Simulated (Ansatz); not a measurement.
B16N16H36, a nanocrystal cut from zinc blende BN (hydrogen-capped). The state is a singlet with charge 0. Geometry PBE-D4/def2-SVP; atoms count from 1.

Cartesian coordinates in Å:
```
B 2.152 0.513 1.655
B 2.204 -1.339 -0.312
B 0.100 -0.628 2.688
B 0.140 -2.489 0.729
B 2.187 -0.634 -2.809
B 2.101 1.187 -0.962
B 0.050 0.038 0.141
B -0.066 2.534 -0.567
B 0.030 0.744 -2.362
B 0.000 1.854 2.048
B -2.152 1.371 0.486
B 0.134 -1.786 -1.710
B -1.965 -2.949 -0.717
B -2.060 -0.422 -1.308
B -2.050 -1.127 1.129
B -2.172 2.076 -2.012
N 2.708 1.491 0.531
N 2.643 -0.232 -1.321
N 2.802 -0.839 1.131
N 0.545 -2.095 2.269
N 0.573 0.443 1.626
N 0.648 -1.371 -0.231
N -1.475 -0.839 2.637
N -1.421 -2.498 0.726
N 0.339 2.965 0.962
N 0.618 -0.670 -2.700
N 0.545 1.134 -0.877
N -1.525 -0.020 0.166
N -1.623 2.421 -0.541
N -1.535 0.669 -2.306
N -1.585 1.893 1.933
N -1.433 -1.815 -1.666
H 2.583 0.817 2.766
H 2.711 -2.428 -0.547
H 0.478 -0.353 3.825
H 0.625 -3.591 0.506
H 2.645 -1.744 -3.083
H 2.563 0.238 -3.593
H 2.527 2.064 -1.703
H 0.336 3.425 -1.304
H 0.404 1.583 -3.173
H 0.377 2.192 3.168
H -3.373 1.356 0.568
H 0.588 -2.881 -2.022
H -1.477 -4.043 -1.005
H -3.196 -2.975 -0.691
H -3.284 -0.474 -1.313
H -3.270 -1.169 1.217
H -1.765 2.929 -2.802
H -3.402 2.015 -1.977
H 3.726 1.356 0.455
H 2.659 2.484 0.773
H 3.667 -0.213 -1.409
H 3.809 -0.681 0.981
H 2.824 -1.594 1.822
H 1.521 -2.318 2.479
H 0.054 -2.771 2.872
H -1.712 -1.672 3.196
H -2.014 -0.118 3.124
H -1.776 -3.248 1.334
H 1.292 3.335 1.018
H -0.212 3.809 1.175
H 0.300 -0.927 -3.644
H -2.046 3.341 -0.364
H -1.873 0.424 -3.246
H -2.076 1.459 2.719
H -1.895 2.871 2.023
H -1.770 -2.081 -2.600
```

Single mean-field runs in def2-SVP are fitted with def2-universal-jkfit.

(1) Estimate the Mulliken populations of the heavy atoms from the PBE0/def2-SVP orbitals of Ansatz.

(2) And the Mayer bond orders between bonded heavy atoms (over 0.3, the first 40 of 46)?

## Answers

(1) 
```json
{"atom": "B1", "charge (e)": "0.07"}
{"atom": "B2", "charge (e)": "0.04"}
{"atom": "B3", "charge (e)": "0.07"}
{"atom": "B4", "charge (e)": "0.04"}
{"atom": "B5", "charge (e)": "0.01"}
{"atom": "B6", "charge (e)": "0.04"}
{"atom": "B7", "charge (e)": "-0.17"}
{"atom": "B8", "charge (e)": "0.04"}
{"atom": "B9", "charge (e)": "0.06"}
{"atom": "B10", "charge (e)": "0.07"}
{"atom": "B11", "charge (e)": "0.04"}
{"atom": "B12", "charge (e)": "0.06"}
{"atom": "B13", "charge (e)": "0.01"}
{"atom": "B14", "charge (e)": "0.06"}
{"atom": "B15", "charge (e)": "0.04"}
{"atom": "B16", "charge (e)": "0.01"}
{"atom": "N17", "charge (e)": "-0.09"}
{"atom": "N18", "charge (e)": "-0.13"}
{"atom": "N19", "charge (e)": "-0.09"}
{"atom": "N20", "charge (e)": "-0.09"}
{"atom": "N21", "charge (e)": "-0.29"}
{"atom": "N22", "charge (e)": "-0.27"}
{"atom": "N23", "charge (e)": "-0.09"}
{"atom": "N24", "charge (e)": "-0.13"}
{"atom": "N25", "charge (e)": "-0.09"}
{"atom": "N26", "charge (e)": "-0.12"}
{"atom": "N27", "charge (e)": "-0.27"}
{"atom": "N28", "charge (e)": "-0.27"}
{"atom": "N29", "charge (e)": "-0.13"}
{"atom": "N30", "charge (e)": "-0.12"}
{"atom": "N31", "charge (e)": "-0.09"}
{"atom": "N32", "charge (e)": "-0.12"}
```
Mulliken values and Mayer orders depend strongly on the basis.

(2) B1–N17 0.90 (1.59 Å); B1–N19 0.90 (1.59 Å); B1–N21 0.87 (1.58 Å); B2–N18 0.97 (1.56 Å); B2–N19 0.80 (1.64 Å); B2–N22 0.89 (1.56 Å); B3–N20 0.90 (1.59 Å); B3–N21 0.87 (1.58 Å); B3–N23 0.90 (1.59 Å); B4–N20 0.80 (1.64 Å); B4–N22 0.89 (1.56 Å); B4–N24 0.97 (1.56 Å); B5–N18 0.80 (1.61 Å); B5–N26 0.86 (1.57 Å); B6–N17 0.80 (1.64 Å); B6–N18 0.97 (1.56 Å); B6–N27 0.89 (1.56 Å); B7–N21 0.92 (1.63 Å); B7–N22 1.06 (1.58 Å); B7–N27 1.06 (1.58 Å); B7–N28 1.06 (1.58 Å); B8–N25 0.80 (1.64 Å); B8–N27 0.89 (1.56 Å); B8–N29 0.97 (1.56 Å); B9–N26 0.94 (1.57 Å); B9–N27 0.77 (1.62 Å); B9–N30 0.94 (1.57 Å); B10–N21 0.87 (1.58 Å); B10–N25 0.90 (1.59 Å); B10–N31 0.90 (1.59 Å); B11–N28 0.89 (1.56 Å); B11–N29 0.97 (1.56 Å); B11–N31 0.80 (1.64 Å); B12–N22 0.77 (1.62 Å); B12–N26 0.94 (1.57 Å); B12–N32 0.94 (1.57 Å); B13–N24 0.80 (1.61 Å); B13–N32 0.86 (1.57 Å); B14–N28 0.77 (1.62 Å); B14–N30 0.94 (1.57 Å).
